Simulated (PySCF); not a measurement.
C₅H₈O. Atoms are numbered in the order given.

```xyz
14

C     -1.8956     0.6197     0.7662
C     -0.9632     0.1171    -0.0499
C     -1.0889    -1.2315    -0.7110
C      0.3272     0.8620    -0.3348
C      1.4568     0.2168     0.4451
O      2.3365    -0.4413    -0.0459
H     -1.7804     1.6053     1.2287
H     -2.8116     0.0648     0.9921
H     -0.2219    -1.8700    -0.4729
H     -1.1068    -1.1208    -1.8083
H     -2.0052    -1.7524    -0.3983
H      0.5838     0.8204    -1.4050
H      0.2362     1.9134    -0.0181
H      1.3960     0.3648     1.5552
```

The structure is a stationary point at ωB97X-D3(BJ)/def2-SVP. One conformer was computed; it need not be the lowest.

The numbers are results of TDA-PBE/def2-SVPD run with PySCF, not measurements.

Vertical excitations. Gas-phase values at a fixed geometry.

Computed lowest excited states:
```
state  energy (eV)  λ (nm)      f                                                              main pairs
-----  -----------  ------  -----  ----------------------------------------------------------------------
S1            3.90     318  0.015                                                          HOMO→LUMO 99 %
S2            4.59     270  0.009                                                        HOMO−1→LUMO 90 %
S3            5.36     231  0.046                                    HOMO→LUMO+1 79 %, HOMO−1→LUMO+1 14 %
S4            6.00     207  0.004                                                        HOMO→LUMO+2 96 %
S5            6.54     190  0.047                                                        HOMO−2→LUMO 80 %
S6            6.62     187  0.042                                                        HOMO→LUMO+3 96 %
S7            6.75     184  0.026                                                      HOMO−1→LUMO+2 90 %
S8            6.92     179  0.035                                      HOMO→LUMO+4 64 %, HOMO−3→LUMO 26 %
S9            6.97     178  0.009                                      HOMO→LUMO+5 79 %, HOMO−3→LUMO 19 %
S10           7.00     177  0.037  HOMO−3→LUMO 45 %, HOMO→LUMO+4 22 %, HOMO→LUMO+5 14 %, HOMO−4→LUMO 11 %
T1            3.29     376      0                                                          HOMO→LUMO 99 %
T2            4.05     306      0                                                        HOMO−1→LUMO 82 %
T3            4.80     258      0                  HOMO→LUMO+1 65 %, HOMO−1→LUMO+1 18 %, HOMO−1→LUMO 16 %
T4            5.37     231      0                                    HOMO−1→LUMO+1 71 %, HOMO→LUMO+1 26 %
```
Triplets are in the Tamm–Dancoff approximation.
